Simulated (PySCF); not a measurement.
Isomers of C3H9F3OSi2, mass 174.014 u with the commonest isotopes. Computed with PBE0/pcSseg-1 in PySCF (dipole) on a GFN2-xTB geometry, gas phase. One conformer each, none proved a minimum here; rigid rotors.

**Question.** Order these by rotational constant B, largest first.
A. `[F:1][CH:2]([F:3])[O:4][C@@H:5]([SiH3:6])[C@H:7]([F:8])[SiH3:9]` with F1–C2–O4–C5 -82°, C2–O4–C5–Si6 151°, O4–C5–C7–F8 89°
B. `[CH3:1][Si@@H:2]([CH2:3][O:4][SiH3:5])[C:6]([F:7])([F:8])[F:9]` with C1–Si2–C3–O4 -63°, Si2–C3–O4–Si5 -177°
C. `[F:1][C:2]([F:3])([F:4])[SiH2:5][CH2:6][CH2:7][O:8][SiH3:9]` with C2–Si5–C6–C7 -177°, Si5–C6–C7–O8 -7°, C6–C7–O8–Si9 -175°
D. `[CH3:1][O:2][C@@H:3]([F:4])[SiH2:5][SiH2:6][CH:7]([F:8])[F:9]` with C1–O2–C3–F4 65°, O2–C3–Si5–Si6 -33°, C3–Si5–Si6–C7 -167°, Si5–Si6–C7–F8 -156°

**Answer.** A (897.9 MHz), D (519.9 MHz), B (490.5 MHz), C (472.2 MHz).

**Question.** Order these by out-of-plane moment Σ m c² = (Ia + Ib − Ic)/2, smallest first.
A. `[CH3:1][Si@@H:2]([CH2:3][O:4][SiH3:5])[C:6]([F:7])([F:8])[F:9]` with C1–Si2–C3–O4 -63°, Si2–C3–O4–Si5 -177°
B. `[F:1][CH:2]([F:3])[O:4][C@@H:5]([SiH3:6])[C@H:7]([F:8])[SiH3:9]` with F1–C2–O4–C5 -82°, C2–O4–C5–Si6 151°, O4–C5–C7–F8 89°
C. `[F:1][C:2]([F:3])([F:4])[SiH2:5][CH2:6][CH2:7][O:8][SiH3:9]` with C2–Si5–C6–C7 -177°, Si5–C6–C7–O8 -7°, C6–C7–O8–Si9 -175°
D. `[CH3:1][O:2][C@@H:3]([F:4])[SiH2:5][SiH2:6][CH:7]([F:8])[F:9]` with C1–O2–C3–F4 65°, O2–C3–Si5–Si6 -33°, C3–Si5–Si6–C7 -167°, Si5–Si6–C7–F8 -156°

**Answer.** C (53.31 u·Å²), D (59.01 u·Å²), A (62.11 u·Å²), B (128.77 u·Å²).

**Question.** Order these by radius of gyration √(Σ m r²/M), smallest first.
A. `[F:1][C:2]([F:3])([F:4])[SiH2:5][CH2:6][CH2:7][O:8][SiH3:9]` with C2–Si5–C6–C7 -177°, Si5–C6–C7–O8 -7°, C6–C7–O8–Si9 -175°
B. `[F:1][CH:2]([F:3])[O:4][C@@H:5]([SiH3:6])[C@H:7]([F:8])[SiH3:9]` with F1–C2–O4–C5 -82°, C2–O4–C5–Si6 151°, O4–C5–C7–F8 89°
C. `[CH3:1][O:2][C@@H:3]([F:4])[SiH2:5][SiH2:6][CH:7]([F:8])[F:9]` with C1–O2–C3–F4 65°, O2–C3–Si5–Si6 -33°, C3–Si5–Si6–C7 -167°, Si5–Si6–C7–F8 -156°

**Answer.** B (2.246 Å), C (2.565 Å), A (2.631 Å).

```
                            SMILES  point group  Ia (u·Å²)  Ib (u·Å²)  Ic (u·Å²)      κ  μa (D)  μb (D)  μc (D)
FC(F)O[C@@H]([SiH3])[C@H](F)[SiH3]           C1     444.12     562.84     749.42  -0.04    2.72    0.90    0.27
           FC(F)(F)[SiH2]CCO[SiH3]      near Cs     187.15    1070.28    1150.81  -0.97    4.93    1.25    0.03
        C[Si@@H](CO[SiH3])C(F)(F)F           C1     219.51    1030.26    1125.55  -0.96    2.36    0.62    0.20
      CO[C@@H](F)[SiH2][SiH2]C(F)F           C1     232.05     972.13    1086.16  -0.94    3.19    0.13    0.24
```
